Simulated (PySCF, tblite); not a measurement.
Isomers of C5H6F4. Computed values, GFN2-xTB/tblite, gas phase, harmonic and unscaled. This tight-binding method is rough: wavenumbers can miss measured ones by several per cent, in bad cases by 10 to 20. One conformer each.

Electronic energies: PBE0/pcSseg-1 single points on the GFN2-xTB geometries (PySCF, gas phase).

```json
{"SMILES": "C/C(F)=C/C(F)(F)CF", "electronic energy, lowest = 0 (kJ/mol)": "71.9"}
{"SMILES": "C/C(F)=C\\CC(F)(F)F", "electronic energy, lowest = 0 (kJ/mol)": "0.0"}
{"SMILES": "C[C@@H](F)CC(F)=C(F)F", "electronic energy, lowest = 0 (kJ/mol)": "105.2"}
```

Q: How do GFN2-xTB zero-point energies change the relative energies?

A: 
| SMILES | ZPE (kJ/mol) | of it from modes above 1550 cm⁻¹ | electronic (kJ/mol) | with ZPE, lowest = 0 (kJ/mol) | lowest mode (cm⁻¹) | rings |
| --- | --- | --- | --- | --- | --- | --- |
| C/C(F)=C\CC(F)(F)F | 268.1 | 119.4 | 0.0 | 0.0 | 11 | 0 |
| C/C(F)=C/C(F)(F)CF | 267.5 | 119.3 | 71.9 | 71.3 | 14 | 0 |
| C[C@@H](F)CC(F)=C(F)F | 270.5 | 118.9 | 105.2 | 107.6 | 40 | 0 |

The zero-point energies span 3.0 kJ/mol, from `C/C(F)=C/C(F)(F)CF` to `C[C@@H](F)CC(F)=C(F)F`. The order is unchanged.

Q: And how do the electronic energies of GFN2-xTB itself compare?

A: `C/C(F)=C\CC(F)(F)F` 0.0; `C/C(F)=C/C(F)(F)CF` 49.5; `C[C@@H](F)CC(F)=C(F)F` 51.8 kJ/mol, lowest = 0. Against the energies above, taken from the same isomer `C/C(F)=C\CC(F)(F)F`, the largest difference is 53.4 kJ/mol.
